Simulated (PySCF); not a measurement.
C2H9FOSi2, SMILES OC[Si@H](F)C[SiH3]. Coordinates come from a B3LYP-D3(BJ)/def2-SVP optimisation. The structure was generated by enumeration; whether it is a known compound was not checked. Other conformers were not sampled.

Q: Give the equilibrium geometry at B3LYP-D3(BJ)/def2-SVP (PySCF confirms it by a frequency run) as Cartesian coordinates in Å. (Estimate from the structure and the level; the computed values follow.)

A: This is not unique; one that fits is 
```xyz
15

O     -2.6384    -0.5603    -0.9935
C     -1.4506     0.2107    -0.8510
Si    -0.2251    -0.6766     0.2762
F     -1.1488    -1.1024     1.5695
C      1.1810     0.4116     0.8452
Si     2.2432     1.1523    -0.5330
H     -2.9611    -0.7638    -0.1045
H     -1.0236     0.3462    -1.8596
H     -1.6538     1.2359    -0.4721
H      0.2683    -1.9435    -0.3246
H      0.7621     1.2421     1.4410
H      1.8370    -0.1679     1.5183
H      2.8120     0.0679    -1.3855
H      1.4073     2.0377    -1.3962
H      3.3627     1.9551     0.0370
```
